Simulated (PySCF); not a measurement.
Compound: C7H11N.
SMILES: `[H]/N=C\C[C@H]1CCC1=C`

Torsions of this conformer, `[H]/[N:8]=[CH:7]\[CH2:6][C@@H:5]1[C:2](=[CH2:1])[CH2:3][CH2:4]1`: C4–C5–C6–C7 67°, C5–C6–C7–N8 -116°.

The closed-shell ground state was solved at several levels (PySCF, density fitting, gas phase, non-relativistic). The structure is a single PBE0-D3(BJ)/def2-SVP conformer in the gas phase; no vibrational or solvent corrections.

| level | basis functions | total energy (Eh) | HOMO (eV) | LUMO (eV) | gap (eV) | dipole (D) |
| --- | --- | --- | --- | --- | --- | --- |
| CAM-B3LYP/pcSseg-1 | 191 | -327.8232 | -8.55 | 1.07 | 9.62 | 2.29 |
| PBE0/pcSseg-1 | 191 | -327.6114 | -7.21 | -0.13 | 7.08 | 2.28 |
| B3LYP/pcJ-1 | 326 | -328.0693 | -6.97 | -0.35 | 6.62 | 2.25 |

(1) What might wB97X-D/def2-SVPD (248 basis functions) give for the same quantities?

(2) Over all these levels, which gives the widest orbital gap and which the narrowest?

(3) How far do the dipole and the HOMO energy spread over the levels?

## Answers

(1) Total energy -327.7184 Eh, HOMO -9.10 eV, LUMO 1.57 eV, gap 10.67 eV, dipole 2.35 D.

(2) wB97X-D/def2-SVPD (range-separated hybrid) has the widest, 10.67 eV, and B3LYP/pcJ-1 (global hybrid, 20 % exact exchange) the narrowest, 6.62 eV. Functional and basis both differ between the two, so the spread mixes both effects.

(3) The dipole runs from 2.25 to 2.35 D (mean 2.29 D) and the HOMO from -9.10 to -6.97 eV.

The pairwise dispersion term of wB97X-D wasn't added to the energies; at a given geometry it leaves orbitals and properties as they are.
